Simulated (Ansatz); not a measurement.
Compare A (`[SiH3]C1NCS1`) with its isomer B (`C=NCS[SiH3]`).

Calculated with Ansatz (gas phase, PBE0-D4/def2-TZVP geometries, no zero-point term in ΔE). CBS: MP2 limit from def2 TZ/QZ plus the TZ coupled-cluster correction, frozen cores. DFT in def2-TZVPP. B3LYP here is the variant with VWN-RPA as its local correlation; programs differ in this. Each species was taken in one conformer, which may not be the lowest.

A:

```xyz
12

Si   -0.115   -1.365    1.143
C     0.711    0.114    0.307
N    -0.254    1.200    0.030
C    -0.441    0.893   -1.391
S     1.023   -0.215   -1.487
H    -1.343   -1.709    0.384
H     0.824   -2.518    1.133
H    -0.470   -1.036    2.551
H     1.606    0.447    0.839
H     0.220    2.091    0.115
H    -1.366    0.341   -1.570
H    -0.396    1.756   -2.054
```

B:

```xyz
12

C     1.281    0.791   -1.505
N     0.781    0.499   -0.388
C    -0.446    1.132   -0.003
S    -1.758   -0.118    0.201
Si   -0.604   -1.629    1.184
H     2.205    0.308   -1.817
H     0.827    1.515   -2.194
H    -0.295    1.629    0.958
H    -0.819    1.862   -0.734
H    -1.639   -2.555    1.714
H     0.292   -2.387    0.279
H     0.175   -1.047    2.306
```

Task: Which is lower in electronic energy at CCSD(T)/CBS, and by how much? (Best estimate.)

Result: Computed: B, by 90.7 kJ/mol.

Task: Give E(B) − E(A) in kJ/mol with LDA (SPW92), BLYP-D4, MP2/def2-TZVPP, B3LYP-D4, ωB97M-V, CCSD/def2-TZVPP, B3LYP. (Estimate.)

Result: The calculation gave: LDA (SPW92) -70.5, BLYP-D4 -108.8, MP2/def2-TZVPP -89.1, B3LYP-D4 -102.7, ωB97M-V -87.9, CCSD/def2-TZVPP -93.0, B3LYP -105.4. None reverses the order clearly.

Task: Does the order hold for the free energy at 298.15 K (harmonic terms from PBE0-D4)? (An estimate is asked.)

Result: Computed: Yes: G(B) − G(A) = -98.6 kJ/mol, for one conformer each. Modes under 60 cm⁻¹, often nearly free rotors, make the harmonic entropy too high.

Largest T1 diagnostic: 0.012.

In def2-TZVPP, CCSD(T) changes the Hartree–Fock value by +20.5 kJ/mol (the triples alone add +0.2 kJ/mol) and MP2 by +24.1 kJ/mol. From PBE to PBE0 (25 % exact exchange), in def2-TZVPP and without D4, E(B) − E(A) moves by +6.6 kJ/mol.
